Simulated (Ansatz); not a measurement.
`[CH3][Zr]([F])([F])[F]` and `[CH3][Zr]([CH3])([F])[F]` differ in one atom or group.

Ansatz, PBE0-D4/def2-TZVP geometries, multiplicity 1. 

Elements past krypton have def2 core potentials.

```tsv
property	`[CH3][Zr]([F])([F])[F]`
size of the dipole moment (B3LYP/def2-TZVPP) / D	1.09
size of the dipole moment (ωB97M-V/def2-TZVPP) / D	0.95
LUMO energy (ωB97M-V/def2-TZVPP) / eV	0.46
HOMO energy (PBE0/def2-TZVPP) / eV	-8.38
LUMO energy (B3LYP/def2-TZVPP) / eV	-1.48
HOMO–LUMO gap (PBE/def2-TZVPP) / eV	4.88
```

Task: Give the same properties after the change, and the shifts. (An estimate is asked.)

Result: Computed: 
```csv
property,`[CH3][Zr]([CH3])([F])[F]`,shift
size of the dipole moment (B3LYP/def2-TZVPP) / D,1.34,0.25
size of the dipole moment (ωB97M-V/def2-TZVPP) / D,1.20,0.25
LUMO energy (ωB97M-V/def2-TZVPP) / eV,0.64,0.18
HOMO energy (PBE0/def2-TZVPP) / eV,-7.96,0.42
LUMO energy (B3LYP/def2-TZVPP) / eV,-1.53,-0.05
HOMO–LUMO gap (PBE/def2-TZVPP) / eV,4.39,-0.49
```

With PBE0 the HOMO rises by 0.42 eV and the LUMO falls by 0.06 eV, so the gap narrows by about 0.48 eV. PBE moves the HOMO by 0.40 eV and ωB97M-V by 0.37 eV. The zero-point energy changes by 83.0 kJ/mol with +9 modes. Dipoles are sizes alone; their direction can turn.

B3LYP here is the variant with VWN-RPA as its local correlation; programs differ in this.
